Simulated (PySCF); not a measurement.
Al(Cl)(Me)(vinyl) (C3H6AlCl), SMILES [CH3][Al]([Cl])[CH]=C. Geometry optimised at PBE-D3(BJ)/def2-SVP. The structure was generated by enumeration; whether it is a known compound was not checked. Other conformers were not sampled.

Computed equilibrium geometry at PBE-D3(BJ)/def2-SVP (PySCF confirms it by a frequency run) as a Z-matrix, and its point group (one conformer of several):
point group Cs.
```
Al
C 1 1.9483
C 2 1.3534 1 121.02
H 3 1.1061 2 122.12 1 0.00
H 3 1.1063 4 115.00 2 180.00
H 2 1.1070 3 117.03 4 180.00
C 1 1.9550 2 124.20 6 180.00
H 7 1.1090 1 113.03 2 0.00
H 7 1.1106 8 107.90 1 -122.67
H 7 1.1106 8 107.90 9 -114.67
Cl 1 2.1305 2 117.47 6 0.00
```
Charge 0, spin multiplicity 1.
